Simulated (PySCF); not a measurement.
These are PySCF with PBE-D3(BJ)/def2-TZVP // PBE0-D3(BJ)/def2-SVP values and carry that method's errors. All species are isolated molecules in the gas phase. 

Reference species (SMILES): `[SiH3]c1ccc2cccc-2cc1` (neutral, multiplicity 1).

HOMO: -5.05 eV
dipole moment: 0.13 D

Changed species: `c1ccc2c(ccccc-21)[SiH3]`.

### Question
Give the shifts of the HOMO and dipole moment.

### Answer
the HOMO hardly moves; the dipole moment increases by 1.11 D, to 1.24 D.
